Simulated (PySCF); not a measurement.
difluoro(prop-1-en-2-yl)borane (C3H5BF2), SMILES C(=C)(C)B(F)F.

The structure is a stationary point at B3LYP-D3(BJ)/def2-SVP. Other conformers were not sampled.

Two levels are set side by side: TDA-PBE/def2-SVPD (PySCF) and TDA-PBE0/def2-SVPD (PySCF). Vertical, same geometry. The lowest singlet is HOMO−1→LUMO 99 % with PBE and HOMO−1→LUMO 99 % with the other functional; states are paired by order. Differences are taken from unrounded values.

| quantity | TDA-PBE0 | TDA-PBE | TDA-PBE minus TDA-PBE0 |
|---|---|---|---|
| lowest singlet excitation (eV) | 6.60 | 6.07 | -0.54 |
| lowest triplet excitation (TDA) (eV) | 3.70 | 3.77 | 0.07 |
| first bright state (f over 0.05) (eV) | 6.66 | 6.29 | -0.36 |
| its oscillator strength | 0.35 | 0.26 | -0.08 |

Functionals without exact exchange tend to place singlet excitations lower, as here. Differences between two approximate levels are no errors against the true value.

Rough cost on one machine, each run with all the roots and properties that it gave: TDA-PBE0 against TDA-PBE about 2 times.
